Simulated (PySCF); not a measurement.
Computed shifts of a molecule CH6OSi2, PySCF with PBE/pcSseg-1, GIAO, gas phase, atoms alike by connectivity averaged where their shifts nearly agree, in ppm (number of nuclei): ¹³C: 242.8 (1). ²⁹Si: -90.5 (1), -110.9 (1). ¹H: 12.86 (1), 4.70 (1), 4.21 (1), 3.91 (3). References: ¹⁷O against H2O (σ = 334.3 ppm); ¹³C against TMS (σ = 182.0 ppm); ²⁹Si against TMS (σ = 335.4 ppm); ¹H against TMS (σ = 31.49 ppm), references at their B3LYP-D3(BJ)/def2-TZVP geometries, non-relativistic. The structure is a stationary point at B3LYP-D3(BJ)/def2-SVP. One conformer was computed; it need not be the lowest.

Pick the molecule that these values belong to.
A) O=C[SiH2][SiH3]
B) C1[SiH2]O[SiH2]1
C) CO[Si][SiH3]
D) O=C([SiH3])[SiH3]

A, O=C[SiH2][SiH3]
